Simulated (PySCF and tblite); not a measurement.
Results of a calculation; reference values are marked as such.
C6H11F, numbered as in [F:1][CH:2]1[CH2:3][CH2:4][CH2:5][CH2:6][CH2:7]1. Search: ETKDG and KDG, MMFF94s, GFN2-xTB, 90 starts; geometries at PBE0-D3(BJ)/def2-SVP. Weights use PBE0-D3(BJ)/def2-TZVP energies plus GFN2-xTB zero-point and thermal terms (modes under about 100 cm⁻¹ blended into free rotors). Symmetry numbers and mirror images are counted. Conformers within 4 kcal/mol (GFN2-xTB free energy) were kept, 5 at most. GIAO shieldings: PBE0/pcSseg-1. Shifts are against TMS (¹H), TMS (¹³C), CFCl3 (¹⁹F) at the same level; of two unlike H on one atom, a is the less shielded. Codes: tblite and PySCF.

The 6-ring runs over atoms 2–3–4–5–6–7.

```
conformer                                       shape  point group  mirror pair  ΔE(DFT)  Δ(G−E) at 298.15 K  δ H3a/H7a (ppm)
        1  6-ring chair (all substituents equatorial)           Cs           no     0.00                0.00             1.97
        2                     6-ring chair (F1 axial)           Cs           no     0.30                0.01             1.11
```

Energies in kcal/mol; the thermal term leaves out symmetry numbers and mirror images.

Problem. Work out the weights at 298.15 K and the ¹H shift of H3a/H7a under fast exchange.

Solution. RT = 0.592 kcal/mol. Each conformer gets RT ln(σ/g), with σ the rotational symmetry number and g = 2 for a mirror pair: 1: σ = 1, g = 1, G = 0.00 + 0.00 + 0.00 = 0.00, 0.00 above the lowest, exp(−ΔG/RT) = 1.000; 2: σ = 1, g = 1, G = 0.30 + 0.01 + 0.00 = 0.32, 0.32 above the lowest, exp(−ΔG/RT) = 0.585. The sum is 1.585, so the weights are 63.1, 36.9 %. The averaged shift is 1.65 ppm. At 298.15 K the leading conformer alone gives 1.97 ppm and bare DFT energies give 1.65 ppm.
